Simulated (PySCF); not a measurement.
C4H7NO2.
Bonds: C1–C2 (double), C2–O3, O3–C4, C2–C5, C5–N6, C5–O7 (double). Hydrogens: H8, H9 on C1; H10, H11, H12 on C4; H13, H14 on N6.

Structure optimised with GFN2-xTB, isolated species.

Question: List the bond lengths, angles and torsions at this level.

Answer: 
| bond | length (bohr) |
| --- | --- |
| C1=C2 | 2.513 |
| C2–O3 | 2.582 |
| O3–C4 | 2.661 |
| C2–C5 | 2.839 |
| C5–N6 | 2.550 |
| C5=O7 | 2.291 |
| C1–H8 | 2.030 |
| C1–H9 | 2.030 |
| C4–H10, C4–H11, C4–H12 | 2.064 |
| N6–H13 | 1.898 |
| N6–H14 | 1.900 |

Bonds in one row agree within 0.02 bohr and their mean is given. A selection of angles:
| angle | degrees |
| --- | --- |
| C2–C1–H8 | 124.4 |
| C2–C1–H9 | 117.9 |
| H8–C1–H9 | 117.7 |
| C1–C2–O3 | 127.3 |
| C1–C2–C5 | 119.6 |
| O3–C2–C5 | 113.1 |
| C2–O3–C4 | 117.1 |
| O3–C4–H10 | 106.0 |
| O3–C4–H11 | 111.2 |
| H10–C4–H11 | 109.6 |
| C2–C5–N6 | 114.1 |
| C2–C5–O7 | 122.6 |
| N6–C5–O7 | 123.3 |
| C5–N6–H13 | 120.5 |
| C5–N6–H14 | 119.3 |
| H13–N6–H14 | 120.3 |

Torsions: C1–C2–O3–C4 0° (synperiplanar); C1–C2–C5–N6 180° (antiperiplanar).

The 2 C–C bonds span 1.330 Å (C1=C2, drawn double) to 1.502 Å (C2–C5, drawn single), a spread of 0.172 Å. The 7 heavy atoms lie in one plane (0.002 Å rms). N6 (amide nitrogen) is planar (angles 120.5°, 120.3° and 119.3°, sum 360.0°, 0.00 Å off the plane of its three neighbours). H13 on N6 lies 2.16 Å from O3, 4 bonds away (angle at H 104°; Bondi radii sum to 2.72 Å). The 3 C–O bonds span 1.212 Å (C5=O7, drawn double) to 1.408 Å (O3–C4, drawn single), a spread of 0.196 Å. Of the pairs four or more bonds apart, those above aside, C4···H8 is among the closest relative to their van der Waals radii: 2.61 Å, 90 % of the sum of Bondi's values.

Point group: Cs (every atom within 0.08 Å of its image). No GFN2-xTB frequencies stand behind this structure, so it isn't proved a minimum. One conformer, not necessarily the lowest (C1–C2–O3–C4 0°, C1–C2–C5–N6 180°, C2–C5–N6–H 0° and 180°).

The numbers are calculated, not measured.
